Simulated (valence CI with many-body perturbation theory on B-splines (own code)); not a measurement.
E1 transitions of La L

Method: configuration interaction combined with many-body perturbation theory (CI+MBPT): six valence electrons over a frozen Dirac-Fock core [He], a basis of 9 s, 9 p, 8 d, 6 f, 3 g, 1 h functions for each j, with the one-electron correlation potential Σ1 (screened to all orders), the two-electron term Σ2, the three-electron term Σ3, Breit, model QED; selected single and double excitations, second order for the rest, scaled by the run's own slope (own B-spline code, finite nucleus).

The last digits are not significant, and no measured levels were compared; by estimate large intervals hold to a few tenths of a per cent, small ones and those within an open d or f shell to about a per cent. Among the levels kept, up to 2300 cm⁻¹ of a level comes from second order outside the variational space, and about a tenth of that is noise between levels of different J, which matters for small intervals.

Lines 51 to 100 of 221 in falling wavelength, among levels below 5767.1 eV, chosen from the strongest by gf and those to the six lowest levels. Wavelengths and rates use the calculated energies. Electric multipoles are in the length gauge with retardation, E1 and E2 with the static RPA response of the core. Weak lines are less certain than strong ones. Lines between different terms over intervals too small for the method are left out, as are lines whose strength nearly cancels. The highest levels of a list are the least certain.

Levels are named by their leading jj configuration (3d3/2^4 stands for four electrons in 3d with j = 3/2), which in mixed levels can hold well under half, so a name can repeat and another be missing. Letters in brackets count levels of one name in rising energy.

```tsv
λ vac (Å)	Upper	Lower	A (s⁻¹)	S (a.u.)
59.47	(2s^2 2p1/2^2 2p3/2 3d3/2) J=2	(2s^2 2p1/2^2 2p3/2 3p1/2) J=2	5.73e+10	2.97e-02
59.03	(2s^2 2p1/2 2p3/2^2 3p3/2) J=1 [a]	(2s^2 2p1/2 2p3/2^2 3s) J=1 [a]	6.60e+10	2.01e-02
59.03	(2s^2 2p1/2 2p3/2^2 3d3/2) J=2 [a]	(2s^2 2p1/2 2p3/2^2 3p1/2) J=2 [a]	6.23e+10	3.16e-02
58.95	(2s^2 2p1/2^2 2p3/2 3d3/2) J=2	(2s^2 2p1/2^2 2p3/2 3p1/2) J=1	6.21e+10	3.14e-02
58.20	(2s^2 2p1/2 2p3/2^2 3p3/2) J=2 [d]	(2s^2 2p1/2 2p3/2^2 3s) J=1 [b]	9.63e+10	4.69e-02
58.14	(2s^2 2p1/2 2p3/2^2 3d3/2) J=2 [c]	(2s^2 2p1/2 2p3/2^2 3p1/2) J=1 [b]	7.93e+10	3.85e-02
57.83	(2s^2 2p1/2^2 2p3/2 3d3/2) J=3	(2s^2 2p1/2^2 2p3/2 3p1/2) J=2	1.24e+11	8.31e-02
57.79	(2s^2 2p1/2 2p3/2^2 3d3/2) J=4	(2s^2 2p1/2 2p3/2^2 3p1/2) J=3	1.27e+11	1.09e-01
57.60	(2s^2 2p1/2 2p3/2^2 3d3/2) J=3 [a]	(2s^2 2p1/2 2p3/2^2 3p1/2) J=2 [a]	9.73e+10	6.42e-02
57.58	(2s^2 2p1/2 2p3/2^2 3p3/2) J=1 [b]	(2s^2 2p1/2 2p3/2^2 3s) J=2 [b]	5.87e+10	1.66e-02
57.43	(2s^2 2p1/2 2p3/2^2 3d3/2) J=1 [a]	(2s^2 2p1/2 2p3/2^2 3p1/2) J=1 [a]	1.05e+11	2.96e-02
57.24	(2s 2p1/2^2 2p3/2^2 3p1/2) J=3	(2s^2 2p1/2 2p3/2^2 3p1/2) J=3	1.45e+10	9.40e-03
57.02	(2s^2 2p1/2 2p3/2^2 3d3/2) J=2 [a]	(2s^2 2p1/2 2p3/2^2 3p1/2) J=1 [a]	5.58e+10	2.56e-02
56.98	(2s^2 2p1/2^2 2p3/2 3p3/2) J=2	(2s^2 2p1/2^2 2p3/2 3s) J=1	1.11e+11	5.06e-02
56.87	(2s^2 2p1/2 2p3/2^2 3d3/2) J=0	(2s^2 2p1/2 2p3/2^2 3p1/2) J=1 [a]	1.32e+11	1.20e-02
56.65	(2s^2 2p1/2^2 2p3/2 3d3/2) J=1	(2s^2 2p1/2^2 2p3/2 3p1/2) J=1	1.10e+11	2.97e-02
56.30	(2s^2 2p1/2^2 2p3/2 3d3/2) J=0	(2s^2 2p1/2^2 2p3/2 3p1/2) J=1	1.38e+11	1.22e-02
55.56	(2s^2 2p1/2 2p3/2^2 3p3/2) J=2 [b]	(2s^2 2p1/2 2p3/2^2 3s) J=2 [b]	6.07e+10	2.57e-02
55.53	(2s 2p1/2^2 2p3/2^2 3s) J=3	(2s^2 2p1/2 2p3/2^2 3s) J=3	4.61e+10	2.73e-02
55.24	(2s^2 2p1/2^2 2p3/2 3p3/2) J=2	(2s^2 2p1/2^2 2p3/2 3s) J=2	1.02e+11	4.25e-02
54.17	(2s^2 2p1/2 2p3/2^2 3p3/2) J=2 [b]	(2s^2 2p1/2 2p3/2^2 3s) J=3	2.11e+10	8.27e-03
53.17	(2s^2 2p1/2 2p3/2^2 3d3/2) J=3 [b]	(2s^2 2p1/2 2p3/2^2 3p1/2) J=3	6.39e+10	3.32e-02
52.86	(2s^2 2p1/2 2p3/2^2 3p3/2) J=1 [b]	(2s^2 2p1/2 2p3/2^2 3s) J=1 [a]	1.04e+11	2.28e-02
52.60	(2s^2 2p1/2 2p3/2^2 3p3/2) J=2 [c]	(2s^2 2p1/2 2p3/2^2 3s) J=2 [b]	4.43e+10	1.59e-02
52.54	(2s^2 2p1/2^2 2p3/2 3p3/2) J=0	(2s^2 2p1/2^2 2p3/2 3s) J=1	2.73e+11	1.95e-02
51.15	(2s^2 2p1/2 2p3/2^2 3p3/2) J=2 [b]	(2s^2 2p1/2 2p3/2^2 3s) J=1 [a]	3.77e+10	1.25e-02
50.99	(2s^2 2p1/2 2p3/2^2 3p3/2) J=1 [b]	(2s^2 2p1/2 2p3/2^2 3s) J=2 [a]	3.91e+10	7.68e-03
50.77	(2s^2 2p1/2 2p3/2^2 3p3/2) J=2 [d]	(2s^2 2p1/2 2p3/2^2 3s) J=2 [b]	1.05e+11	3.40e-02
50.52	(2s 2p1/2^2 2p3/2^2 3s) J=3	(2s^2 2p1/2 2p3/2^2 3s) J=2 [a]	7.28e+10	3.24e-02
49.80	(2s^2 2p1/2 2p3/2^2 3d3/2) J=3 [b]	(2s^2 2p1/2 2p3/2^2 3p1/2) J=2 [a]	2.92e+10	1.24e-02
49.31	(2s^2 2p1/2 2p3/2^2 3d3/2) J=2 [b]	(2s^2 2p1/2 2p3/2^2 3p1/2) J=1 [a]	2.69e+10	7.95e-03
47.67	(2s 2p1/2^2 2p3/2^2 3s) J=1 [a]	(2s^2 2p1/2 2p3/2^2 3s) J=1 [b]	5.41e+10	8.68e-03
47.22	(2s 2p1/2^2 2p3/2^3) J=2	(2s^2 2p1/2 2p3/2^3) J=2	2.25e+10	5.85e-03
47.13	(2s 2p1/2^2 2p3/2^2 3s) J=1 [a]	(2s^2 2p1/2 2p3/2^2 3s) J=0	4.69e+10	7.27e-03
44.32	(2s 2p1/2^2 2p3/2^3) J=2	(2s^2 2p1/2 2p3/2^3) J=1	3.02e+10	6.49e-03
41.68	(2s 2p1/2^2 2p3/2^2 3s) J=1 [b]	(2s^2 2p1/2 2p3/2^2 3s) J=2 [b]	8.77e+10	9.41e-03
40.90	(2s 2p1/2^2 2p3/2^2 3s) J=2	(2s^2 2p1/2 2p3/2^2 3s) J=3	5.12e+10	8.65e-03
38.73	(2s 2p1/2^2 2p3/2^3) J=1	(2s^2 2p1/2 2p3/2^3) J=2	6.03e+10	5.18e-03
37.75	(2p1/2^2 2p3/2^4) J=0	(2s 2p1/2 2p3/2^4) J=1	2.93e+11	7.77e-03
36.76	(2s 2p1/2^2 2p3/2^3) J=1	(2s^2 2p1/2 2p3/2^3) J=1	2.33e+10	1.71e-03
19.13	(2s 2p1/2^2 2p3/2^2 3p1/2) J=3	(2s^2 2p1/2^2 2p3/2 3p1/2) J=2	1.46e+11	3.54e-03
19.05	(2s 2p1/2^2 2p3/2^2 3p1/2) J=2	(2s^2 2p1/2^2 2p3/2 3p1/2) J=1	1.83e+11	3.12e-03
18.87	(2s 2p1/2^2 2p3/2^2 3s) J=3	(2s^2 2p1/2^2 2p3/2 3s) J=2	2.53e+11	5.88e-03
18.66	(2s^2 2p1/2 2p3/2^2 3d3/2) J=3 [b]	(2s^2 2p1/2^2 2p3/2 3p1/2) J=2	1.37e+11	3.08e-03
17.56	(2s 2p1/2^2 2p3/2^3) J=2	(2s^2 2p1/2^2 2p3/2^2) J=2	1.11e+12	1.48e-02
17.35	(2s 2p1/2 2p3/2^4) J=0	(2s^2 2p1/2 2p3/2^3) J=1	2.19e+12	5.65e-03
17.16	(2s 2p1/2^2 2p3/2^3) J=1	(2s^2 2p1/2^2 2p3/2^2) J=0	6.73e+11	5.04e-03
16.99	(2s 2p1/2 2p3/2^4) J=1	(2s^2 2p1/2 2p3/2^3) J=2	2.24e+12	1.62e-02
16.98	(2s 2p1/2^2 2p3/2^2 3s) J=2	(2s^2 2p1/2^2 2p3/2 3s) J=1	2.49e+11	3.01e-03
16.98	(2s 2p1/2^2 2p3/2^2 3s) J=1 [b]	(2s^2 2p1/2^2 2p3/2 3s) J=1	2.01e+12	1.46e-02
```
